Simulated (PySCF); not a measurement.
# How methods differ on the excitation energy of Ir⁺

Ir⁺ [Xe] 4f14 5d7 6s1 (5F) → Ir⁺ [Xe] 4f14 5d6 6s1 7s1 (7D), as a difference of total energies. All numbers are calculated (PySCF 2.14, the spin-free X2C one-electron Hamiltonian (Gaussian nucleus), in x2c-TZVPPall with one added diffuse shell each of s, p, d, f type (12s8p8d4f1g, 113 functions)). Correlated levels: valence: [Xe] 4f14 frozen. The calculations carry no spin-orbit coupling.

```tsv
method	excitation energy (eV)
UHF	11.156
MP2 (valence)	12.378
SCS-MP2 (valence)	12.674
CCSD (valence)	12.282
CCSD(T) (valence)	12.341
```

Question: How much does correlation contribute at CCSD(T) (valence)?

Answer: 12.341 − (11.156) = 1.185 eV, measured against UHF.

A first-order spin-orbit estimate (lowest level to lowest level, LS coupling) adds 0.207 eV.

The promoted electron is Rydberg-like, and one or two diffuse shells describe it only roughly, which tends to raise the upper state.
